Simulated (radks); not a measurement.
Fractional charge and spin in the 1s shell of lithium: the spin-up occupation runs from 0 to 1 and the spin-down occupation from 0 to 1; the fullest corner is Li+, 1s(up 1, down 1). Method: non-relativistic Kohn-Sham, PBEsol, spin-polarised, spherical densities, point nucleus; computed with a radial shooting solver on a logarithmic mesh with Libxc functionals. Energy (eV) above the fullest corner. The planes named below are the two flat planes that join the four corners, with an edge along up + down = one added electron.

down \ up,0,0.25,0.5,0.75,1
0,195.824,162.664,131.034,101.671,74.735
0.25,162.664,132.624,104.080,77.709,53.657
0.5,131.034,104.080,78.561,55.116,33.874
0.75,101.671,77.709,55.116,34.490,15.952
1,74.735,53.657,33.874,15.952,0.000

Corners above the fullest one (they belong to Li2+ and the next ion): (up 1, down 0) 74.735 eV, (up 0, down 1) 74.735 eV, (up 0, down 0) 195.82 eV. With half an added electron in each spin the energy lies 3.826 eV from the planes (fractional-spin error, the static-correlation error of a stretched bond), and with half an added electron in spin up alone -4.246 eV (fractional-charge error). For a frontier s shell over closed shells the exact functional lies on the planes.
